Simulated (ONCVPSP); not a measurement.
**Reading a pseudo-wave (oxygen (O))**

Columns: radius, all-electron u(r) and pseudo u(r) of the 2p shell (level -24.45 eV) of oxygen in the configuration [He] 2s2 2p3; PBE, scalar-relativistic, ONCV scheme, ONCVPSP 4.0.1.

```json
{"r (bohr)": "0.055", "all-electron": "0.0410", "pseudo": "0.0224"}
{"r (bohr)": "0.110", "all-electron": "0.1329", "pseudo": "0.0859"}
{"r (bohr)": "0.165", "all-electron": "0.2456", "pseudo": "0.1824"}
{"r (bohr)": "0.220", "all-electron": "0.3618", "pseudo": "0.2997"}
{"r (bohr)": "0.275", "all-electron": "0.4717", "pseudo": "0.4244"}
{"r (bohr)": "0.330", "all-electron": "0.5705", "pseudo": "0.5445"}
{"r (bohr)": "0.385", "all-electron": "0.6558", "pseudo": "0.6507"}
{"r (bohr)": "0.440", "all-electron": "0.7273", "pseudo": "0.7378"}
{"r (bohr)": "0.495", "all-electron": "0.7856", "pseudo": "0.8042"}
{"r (bohr)": "0.550", "all-electron": "0.8311", "pseudo": "0.8512"}
{"r (bohr)": "0.605", "all-electron": "0.8649", "pseudo": "0.8823"}
{"r (bohr)": "0.660", "all-electron": "0.8879", "pseudo": "0.9006"}
{"r (bohr)": "0.715", "all-electron": "0.9014", "pseudo": "0.9093"}
{"r (bohr)": "0.770", "all-electron": "0.9067", "pseudo": "0.9109"}
{"r (bohr)": "0.825", "all-electron": "0.9049", "pseudo": "0.9068"}
{"r (bohr)": "0.880", "all-electron": "0.8972", "pseudo": "0.8978"}
{"r (bohr)": "0.935", "all-electron": "0.8846", "pseudo": "0.8847"}
{"r (bohr)": "0.990", "all-electron": "0.8679", "pseudo": "0.8679"}
{"r (bohr)": "1.045", "all-electron": "0.8480", "pseudo": "0.8480"}
{"r (bohr)": "1.100", "all-electron": "0.8255", "pseudo": "0.8255"}
{"r (bohr)": "1.155", "all-electron": "0.8011", "pseudo": "0.8011"}
{"r (bohr)": "1.210", "all-electron": "0.7752", "pseudo": "0.7752"}
{"r (bohr)": "1.265", "all-electron": "0.7483", "pseudo": "0.7483"}
{"r (bohr)": "1.320", "all-electron": "0.7208", "pseudo": "0.7207"}
{"r (bohr)": "1.375", "all-electron": "0.6928", "pseudo": "0.6928"}
{"r (bohr)": "1.430", "all-electron": "0.6648", "pseudo": "0.6648"}
```

Q: How many radial nodes do the two functions have?

A: The all-electron 2p function has n − l − 1 = 0; the pseudo-wave has 0.

Q: At about which radius was the pseudo-wave matched?

A: 1.10 bohr. The columns agree to 0.0005 from 0.94 bohr on; several derivatives are matched, so the curves merge somewhat inside the radius.

Q: Where does each function peak?

A: Outermost all-electron maximum near 0.77 bohr, pseudo maximum near 0.77 bohr (to the table’s step).

Q: Is the pseudo-wave norm-conserving?

A: Yes: the ONCV scheme keeps the norm inside the radius equal to the all-electron one, which fixes the energy derivative of the logarithmic derivative at the level.
